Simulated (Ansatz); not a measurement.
Stepwise reaction of `O[SiH2]O[SiH2]O` with hydrogen fluoride, as a gas-phase model of exchange steps in deposition or etching. ΔE in kJ/mol; ΔG adds harmonic PBE0-D4 terms to CCSD(T)/CBS, at 1 bar.

Computed with Ansatz on PBE0-D4/def2-TZVP structures; ΔE is electronic, products minus reactants. CCSD(T)/CBS is the MP2 limit (def2-TZVPP, def2-QZVPP) plus CCSD(T) − MP2 in def2-TZVPP, frozen cores. This one scheme is used for every species. DFT in def2-TZVPP. B3LYP here is the variant with VWN-RPA as its local correlation; programs differ in this. Each species was taken in one conformer, which may not be the lowest.

```json
{"step": "1", "reaction": "`O[SiH2]O[SiH2]O` + H–F → `O[SiH2]O[SiH2]F` + H₂O", "PBE-D4": "-39.3", "B3LYP-D4": "-42.5", "ωB97M-V": "-41.7", "CCSD(T)/CBS": "-42.9", "ΔG(400 K)": "-47.5"}
{"step": "2", "reaction": "`O[SiH2]O[SiH2]F` + H–F → `F[SiH2]O[SiH2]F` + H₂O", "PBE-D4": "-40.5", "B3LYP-D4": "-44.1", "ωB97M-V": "-43.2", "CCSD(T)/CBS": "-42.9", "ΔG(400 K)": "-41.5"}
```

Task: By hand: ΔE of the 2 steps together at CCSD(T)/CBS.

Result: (-42.9) + (-42.9) = -85.8 kJ/mol, or -42.9 kJ/mol a step.

In ΔE the steps differ by no more than 0.0 kJ/mol. All are downhill at CCSD(T)/CBS. ΔG lies between -47.5 and -41.5 kJ/mol a step. PBE-D4 differs from CCSD(T)/CBS by 2.4 to 3.6 kJ/mol a step. Only this route is followed, and other bonds may react first. Isolated molecules leave out the surface, adducts and barriers. Largest T1 diagnostic: 0.012.
